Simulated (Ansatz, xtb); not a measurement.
H10N2Si3: 3 structures ranked

3 gas-phase structures of H10N2Si3, from a drawn sample of its isomers (lower ones may exist). Each was relaxed with GFN2-xTB; where two conformers were screened, the lower at r2SCAN-D4/def2-SVP is listed:

A. `N[Si](N)([SiH3])[SiH3]`, a singlet
B. `N[SiH](N)[SiH2][SiH3]`, a singlet
C. `N[SiH2][Si@@H](N)[SiH3]`, a singlet

**Question.** Estimate their order in r2SCAN-D4/def2-SVP energy at these geometries, lowest first.

**Answer.** Calculated order at r2SCAN-D4/def2-SVP: B (0.0), A (3.3), C (6.5) kcal/mol.

Energies above the lowest of each column, in kcal/mol; the last columns are at PBE-D3(BJ)/def2-SVP geometries:

```tsv
structure	GFN2-xTB	HF/STO-3G	r2SCAN-D4/def2-SVP	PBE-D3(BJ)/def2-SVP	CCSD(T)/def2-SVP + ΔMP2/def2-TZVPP
B	0.0	0.0	0.0	0.0	0.0
A	0.3	2.6	3.3	2.9	3.2
C	0.0	4.3	6.5	6.4	7.1
```

Every level run on B puts it lowest or level with the lowest. Some further structures that were screened fall inside this span and aren't listed. Flexible structures stand in one conformer each, not always the lowest. ΔMP2 is the change of the MP2 energy from the smaller to the larger basis.

Programs: Ansatz 0.2.0, xtb 6.7.1.
